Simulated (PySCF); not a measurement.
Ligands exchanged one at a time, Ga H-Cl. All species are isolated molecules in the gas phase. Strings in code marks are SMILES.

Computed with B3LYP-D3(BJ)/def2-TZVP (PySCF). All candidates: neutral, multiplicity 1. B3LYP has the VWN-RPA correlation part, as in Gaussian. Delta-SCF ions had no search for a lower state. Excitations are Tamm–Dancoff values on a coarser integration grid. The basis has no diffuse functions, so Rydberg states are missing or too high.

```yaml
S1 excitation (TDA): 5.70 eV
vertical ionisation energy (Delta-SCF): 11.28 eV
dipole_moment: 1.75 D
```

Problem. Which member has these values?
A) `[Cl][Ga]([Cl])[Cl]`
B) `[Cl][GaH2]`
C) `[Cl][GaH][Cl]`

Solution. C, `[Cl][GaH][Cl]`. The others give `[Cl][GaH2]`: 4.95 eV, 10.76 eV, 2.00 D; `[Cl][Ga]([Cl])[Cl]`: 5.63 eV, 11.36 eV, 0.00 D
